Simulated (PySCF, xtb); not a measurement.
## Ranking isomers of C2H4BF

3 gas-phase structures of C2H4BF, from a drawn sample of its isomers (lower ones may exist). Each was relaxed with GFN2-xTB:

A. `BC(=C)F`, a singlet
B. `B/C=C/F`, a singlet
C. `B/C=C\F`, a singlet

Which do you expect lowest at r2SCAN-D4/def2-SVP, and how would the others follow?

Calculated order at r2SCAN-D4/def2-SVP: B (0.000), C (0.078), A (0.202) eV.

Energies above the lowest of each column, in eV; the last columns are at PBE-D3(BJ)/def2-SVP geometries:

```json
{"structure": "B", "GFN2-xTB": "0.000", "HF/STO-3G": "0.000", "r2SCAN-D4/def2-SVP": "0.000", "PBE-D3(BJ)/def2-SVP": "0.000", "CCSD(T)/def2-SVP + ΔMP2/def2-TZVPP": "0.000"}
{"structure": "C", "GFN2-xTB": "0.066", "HF/STO-3G": "0.057", "r2SCAN-D4/def2-SVP": "0.078", "PBE-D3(BJ)/def2-SVP": "0.098", "CCSD(T)/def2-SVP + ΔMP2/def2-TZVPP": "0.114"}
{"structure": "A", "GFN2-xTB": "0.083", "HF/STO-3G": "0.208", "r2SCAN-D4/def2-SVP": "0.202", "PBE-D3(BJ)/def2-SVP": "0.215", "CCSD(T)/def2-SVP + ΔMP2/def2-TZVPP": "0.151"}
```

Every level run on B puts it lowest or level with the lowest. Flexible structures stand in one conformer each, not always the lowest. ΔMP2 is the change of the MP2 energy from the smaller to the larger basis.

Programs: PySCF 2.14.0, xtb 6.7.1.
